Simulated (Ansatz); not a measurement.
Calculated with Ansatz (gas phase, PBE0-D4/def2-TZVP geometries, no zero-point term in ΔE). CBS: MP2 limit from def2 TZ/QZ plus the TZ coupled-cluster correction, frozen cores. This one scheme is used for every species, atoms too. DFT in def2-TZVPP. B3LYP here is the variant with VWN-RPA as its local correlation; programs differ in this. No spin–orbit coupling; open shells (•) take unrestricted orbitals. Spin–orbit coupling would lower the free atoms: a little for C, O, Si.

`[SiH3]C1=CCO1` → 3 C• + 6 H• + O• + Si•  (atomization)

| level | ΔE (kcal/mol) | difference from CCSD(T)/CBS |
| --- | --- | --- |
| PBE-D4 | 1036.8 | 27.9 |
| r2SCAN-D4 | 1013.5 | 4.6 |
| PBE0-D4 | 1015.2 | 6.3 |
| B3LYP-D4 | 1008.8 | -0.1 |
| ωB97X-V | 1013.8 | 4.9 |
| ωB97M-V | 1012.8 | 3.9 |
| B2PLYP | 998.8 | -10.1 |
| PBE | 1031.6 | 22.7 |
| r2SCAN | 1012.2 | 3.3 |
| PBE0 | 1010.9 | 2.0 |
| B3LYP | 1000.5 | -8.4 |
| HF/def2-TZVPP | 722.7 | -286.2 |
| MP2/def2-TZVPP | 1001.3 | -7.6 |
| SCS-MP2/def2-TZVPP | 995.7 | -13.2 |
| CCSD/def2-TZVPP | 964.9 | -44.0 |
| CCSD(T)/def2-TZVPP | 982.5 | -26.4 |
| HF/def2-QZVPP | 724.1 | -284.8 |
| MP2/def2-QZVPP | 1017.0 | 8.1 |
| SCS-MP2/def2-QZVPP | 1013.2 | 4.3 |
| HF/CBS(def2) | 724.3 | -284.6 |
| MP2/CBS(def2) | 1027.7 | 18.8 |
| CCSD/CBS(def2) | 991.3 | -17.6 |
| CCSD(T)/CBS | 1008.9 | 0 |

Largest T1 diagnostic among the species: 0.014.

From PBE to PBE0 (25 % exact exchange), in def2-TZVPP and without D4, ΔE moves by −20.8 kcal/mol: exact exchange takes away binding that semilocal exchange gives to molecules. The D4 term adds +8.3 kcal/mol with B3LYP and +4.3 kcal/mol with PBE0; it sums over pairs of atoms, weighted by their polarisabilities, and B3LYP, whose exchange is more repulsive, gets the larger term. In def2-TZVPP, CCSD(T) changes the Hartree–Fock value by +259.8 kcal/mol (the triples alone add +17.6 kcal/mol) and MP2 by +278.6 kcal/mol; breaking electron pairs costs correlation energy, which Hartree–Fock lacks.

For atomizations the MP2-based limit and the directly extrapolated one differ by several kJ/mol either way, and by 10 to 25 for some Ge, Se and Sn compounds, so smaller differences from it don't rank the levels.
